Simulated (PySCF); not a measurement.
Molfile (atoms numbered from 1):
```
C4H14Si4
     RDKit          3D

 22 21  0  0  0  0  0  0  0  0999 V2000
    4.4970    1.1469   -0.0338 C   0  0  0  0  0  0  0  0  0  0  0  0
    3.4331    0.1657   -0.1384 C   0  0  0  0  0  0  0  0  0  0  0  0
    2.5454   -0.6663   -0.2281 C   0  0  0  0  0  0  0  0  0  0  0  0
    1.1453   -1.8402   -0.3125 Si  0  0  0  0  0  4  0  0  0  0  0  0
   -0.7234   -0.7782    0.6610 Si  0  0  1  0  0  4  0  0  0  0  0  0
   -0.2377    0.9486    1.2517 C   0  0  0  0  0  0  0  0  0  0  0  0
   -2.4557   -0.6252   -0.9129 Si  0  0  0  0  0  4  0  0  0  0  0  0
   -4.3360    0.3728    0.0694 Si  0  0  0  0  0  4  0  0  0  0  0  0
    4.5569    1.7617   -0.9455 H   0  0  0  0  0  0  0  0  0  0  0  0
    4.3304    1.8223    0.8199 H   0  0  0  0  0  0  0  0  0  0  0  0
    5.4730    0.6572    0.1070 H   0  0  0  0  0  0  0  0  0  0  0  0
    1.4986   -3.0999    0.4127 H   0  0  0  0  0  0  0  0  0  0  0  0
    0.8756   -2.1913   -1.7417 H   0  0  0  0  0  0  0  0  0  0  0  0
   -1.2213   -1.6004    1.8128 H   0  0  0  0  0  0  0  0  0  0  0  0
    0.5698    0.8823    1.9966 H   0  0  0  0  0  0  0  0  0  0  0  0
    0.1312    1.5472    0.4055 H   0  0  0  0  0  0  0  0  0  0  0  0
   -1.0951    1.4679    1.7064 H   0  0  0  0  0  0  0  0  0  0  0  0
   -1.9985    0.2173   -2.0661 H   0  0  0  0  0  0  0  0  0  0  0  0
   -2.8207   -1.9796   -1.4392 H   0  0  0  0  0  0  0  0  0  0  0  0
   -4.8285   -0.4800    1.1957 H   0  0  0  0  0  0  0  0  0  0  0  0
   -5.4514    0.5663   -0.9086 H   0  0  0  0  0  0  0  0  0  0  0  0
   -3.9560    1.7103    0.6245 H   0  0  0  0  0  0  0  0  0  0  0  0
  1  2  1  0
  2  3  3  0
  3  4  1  0
  4  5  1  0
  5  6  1  0
  5  7  1  0
  7  8  1  0
  1  9  1  0
  1 10  1  0
  1 11  1  0
  4 12  1  0
  4 13  1  0
  5 14  1  1
  6 15  1  0
  6 16  1  0
  6 17  1  0
  7 18  1  0
  7 19  1  0
  8 20  1  0
  8 21  1  0
  8 22  1  0
M  END
```

Geometry: PBE0-D3(BJ)/def2-SVP; GIAO absolute shieldings from PySCF 2.14, gas phase, non-relativistic, averaged over equivalent atoms.

At mPW1PW91/pcSseg-1 (234 basis functions, 46 s wall time on 1 thread of an Arm Neoverse V1, shared host):
```csv
atoms,σ (ppm)
C2,66.1
C3,106.3
C1,177.1
C6,191.8
Si5,430.1
Si4,441.6
Si8,454.8
Si7,459.6
H12,26.98
H13,27.18
H14,27.62
H20/H21/H22,27.71
H18,27.97
H19,28.04
H9/H10/H11,29.33
H15/H16/H17,30.90
```

Predict the values at PBE0/pcSseg-1 on the same geometry.

Results:


```tsv
atoms	σ at PBE0/pcSseg-1	change
C2	66.7	+0.6
C3	107.1	+0.8
C1	178.3	+1.2
C6	192.8	+1.0
Si5	432.7	+2.6
Si4	444.0	+2.4
Si8	458.3	+3.5
Si7	462.6	+3.0
H12	26.89	-0.09
H13	27.10	-0.08
H14	27.53	-0.09
H20/H21/H22	27.64	-0.07
H18	27.89	-0.08
H19	27.96	-0.08
H9/H10/H11	29.28	-0.05
H15/H16/H17	30.85	-0.05
```

The largest change is at Si8 (silicon bonded to Si, 3 H). Cost: 234 basis functions, 48 s wall time on 1 thread of an Arm Neoverse V1, shared host. The order of the carbon signals is the same at both levels.
